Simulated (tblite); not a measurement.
C3H9F3Si2.
Numbering: `[CH3:1][C:2]([SiH3:3])([SiH3:4])[C:5]([F:6])([F:7])[F:8]` (hydrogens: H9, H10, H11 on C1; H12, H13, H14 on Si3; H15, H16, H17 on Si4)

Level: GFN2-xTB in tblite, geometry and Hessian alike; calculated harmonic values, unscaled, isolated species. Errors from tens to a few hundred cm⁻¹ against measured bands are possible. Modes of hydrogen on silicon can be 10 to 20 % off.

Harmonic wavenumbers (cm⁻¹): 51.3, 126.8, 129.9, 145.2, 153.2, 192.0, 220.1, 250.4, 261.1, 340.1, 357.6, 436.0, 490.5, 504.4, 530.9, 550.1, 550.4, 590.4, 641.9, 754.8, 763.4, 764.8, 782.4, 783.1, 804.8, 841.5, 858.6, 1018.0, 1020.2, 1059.0, 1119.7, 1137.4, 1216.6, 1426.1, 1499.3, 1509.9, 2279.8, 2293.2, 2295.0, 2299.5, 2310.6, 2321.6, 2999.1, 3010.3, 3032.8.

A = 1531, B = 1363, C = 1075 MHz; mass 158.019 u (most abundant isotopes); point group Cs, symmetry number 1.

Question: Zero-point energy?

Answer: Half the sum of the wavenumbers: 23362 cm⁻¹ = 66.80 kcal/mol.

Question: Give the ideal-gas entropy at 298.15 K and 1 bar in the rigid-rotor, harmonic-oscillator model (classical rotation).

Answer: Translation 41.11, rotation 29.35, vibration 32.81: S = 103.3 cal/(mol K).

Question: And Cp and H(298.15 K) − H(0)?

Answer: Cp = 44.57 cal/(mol K), of which vibrations give 36.62 (their classical limit is 45 R = 89.4); H(298.15 K) − H(0) = 7.83 kcal/mol without the zero-point energy, 5.46 from vibrations.

Question: Blend soft modes into free rotors: weight 1/[1 + (100 cm⁻¹/ν̃)⁴] for the oscillator and the rest for a rotor with moment μB/(μ + B), μ = h/(8π²ν), B = 10⁻⁴⁴ kg m². What vibrational entropy results?

Answer: 31.40 cal/(mol K) in place of 32.81, which changes −T·S at 298.15 K by +0.42 kcal/mol.

Question: How do the functions run with temperature in this model?

Answer: 
```json
{"T (K)": "150", "S (cal/(mol K))": "79.2", "Cp (cal/(mol K))": "26.9", "H − H(0) (kcal/mol)": "2.48", "G − H(0) (kcal/mol)": "-9.39", "ln q(vib)": "2.80"}
{"T (K)": "250", "S (cal/(mol K))": "95.9", "Cp (cal/(mol K))": "39.3", "H − H(0) (kcal/mol)": "5.81", "G − H(0) (kcal/mol)": "-18.16", "ln q(vib)": "5.80"}
{"T (K)": "400", "S (cal/(mol K))": "117.7", "Cp (cal/(mol K))": "53.7", "H − H(0) (kcal/mol)": "12.86", "G − H(0) (kcal/mol)": "-34.22", "ln q(vib)": "10.42"}
{"T (K)": "600", "S (cal/(mol K))": "142.0", "Cp (cal/(mol K))": "65.9", "H − H(0) (kcal/mol)": "24.91", "G − H(0) (kcal/mol)": "-60.27", "ln q(vib)": "16.30"}
{"T (K)": "900", "S (cal/(mol K))": "171.0", "Cp (cal/(mol K))": "77.0", "H − H(0) (kcal/mol)": "46.50", "G − H(0) (kcal/mol)": "-107.40", "ln q(vib)": "24.18"}
```

q(vib) and H(0) count from the zero-point level.

Question: What must be added to the electronic energy to get the Gibbs energy at 298.15 K and 1 bar?

Answer: ZPE + [H(298.15 K) − H(0)] − T·S = 66.80 + 7.83 − 30.79 = 43.84 kcal/mol.

Question: Which modes carry the vibrational entropy at 298.15 K?

Answer: 51.3 cm⁻¹: 4.77; 126.8 cm⁻¹: 2.99; 129.9 cm⁻¹: 2.95; 145.2 cm⁻¹: 2.73; 153.2 cm⁻¹: 2.63; 192.0 cm⁻¹: 2.21 cal/(mol K); the other 39 give 14.53 together.

Hindered rotation and anharmonicity are outside this model.

Conformer computed: `[CH3:1][C:2]([SiH3:3])([SiH3:4])[C:5]([F:6])([F:7])[F:8]`: C1–C2–C5–F6 -60°.
